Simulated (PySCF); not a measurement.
# How methods differ on the ionisation energy of Pb⁺

Pb⁺ [Xe] 4f14 5d10 6s2 6p1 (2P) → Pb²⁺ [Xe] 4f14 5d10 6s2 (1S), as a difference of total energies. All numbers are calculated (PySCF 2.14, scalar relativity by spin-free X2C-1e, in x2c-QZVPPall). Correlated levels: valence: [Xe] 4f14 5d10 frozen; valence and next inner shell: [Kr] 4d10 4f14 frozen. The calculations carry no spin-orbit coupling.

```tsv
method	ionisation energy (eV)
UHF	13.233
LDA	13.947
PBE	13.731
PBE0	13.761
r2SCAN	13.832
MP2 (valence)	13.444
SCS-MP2 (valence)	13.433
MP2 (valence and next inner shell)	13.663
SCS-MP2 (valence and next inner shell)	13.569
```

Question: How much does correlation contribute at MP2 (valence and next inner shell)?

Answer: 13.663 − (13.233) = 0.430 eV, measured against UHF.

A first-order spin-orbit estimate (lowest level to lowest level, LS coupling) adds 0.970 eV.

For comparison: 15.032 eV (measured; NIST Atomic Spectra Database, ionization energies).
